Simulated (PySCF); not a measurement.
Two-component Hartree-Fock for Ce²⁵⁺ (cerium, charge +25)

Start: [Ar] 3d10 4s2 4p3; 4p1/2 filled at m_j = -1/2, +1/2; 4p3/2 filled at m_j = +3/2. Calculated with PySCF 2.14 in an even-tempered Gaussian basis (17 s from 1.9 bohr⁻², ratio 2.8; 13 p from 2.5 bohr⁻², ratio 2.8; 8 d from 4.5 bohr⁻², ratio 2.8; 4 f from 13 bohr⁻², ratio 3): generalised Hartree-Fock with the X2C-1e Hamiltonian and a Gaussian nucleus; one run each with spin-orbit coupling (SO) switched off, then screened by Boettger's factors.

```tsv
spinor shell	electrons	ε, spin-free (eV)	ε, screened SO (eV)	weight of nominal j (screened SO)	rms radius, screened SO (bohr)
1s1/2	2	-41441.2	-41434.3	1.000	0.0280
2s1/2	2	-7402.0	-7399.1	1.000	0.114
2p1/2	2	-6706.3	-7019.5	1.000	0.0978
3s1/2	2	-2213.9	-2212.3	1.000	0.293
3p1/2	2	-1986.4	-2051.7	1.000	0.284
3p3/2	4	-1986.4	-1955.7	1.000	0.297
3d3/2	4	-1669.6	-1680.7	0.999	0.267
3d5/2	6	-1669.6	-1660.0	0.999	0.271
4s1/2	2	-947.12	-946.46	1.000	0.626
4p1/2	2	-871.74	-883.68	0.990	0.638
4p3/2	1	-871.74	-859.66	1.000	0.659
```

(1) Where does 2p3/2 lie, and what is the 2p spin-orbit splitting (screened SO)?

```json
{"quantity": "E (hartree)", "spin-free": "-8559.24285", "screened SO": "-8563.72300"}
{"quantity": "M_J", "spin-free": "3/2", "screened SO": "3/2"}
{"quantity": "⟨J²⟩", "spin-free": "3.750", "screened SO": "3.752"}
{"quantity": "⟨L²⟩", "spin-free": "0.000", "screened SO": "2.114"}
{"quantity": "⟨S²⟩", "spin-free": "3.750", "screened SO": "1.759"}
```

Each row is a mean over spinors that exchange with the open shell spreads, by up to 12.367 eV (4s1/2).

Breit and QED terms are absent; they matter most for the inner s and p1/2 levels.

Densities and radii are taken from the X2C orbitals without a picture-change correction, which distorts them close to the nucleus.

Without spin-orbit coupling the j labels of p, d and f shells carry no meaning; the spin-free column gives the mean over the occupied spinors of each nl shell.

Results:

(1) At -6566.5 eV, 453.00 eV above 2p1/2.
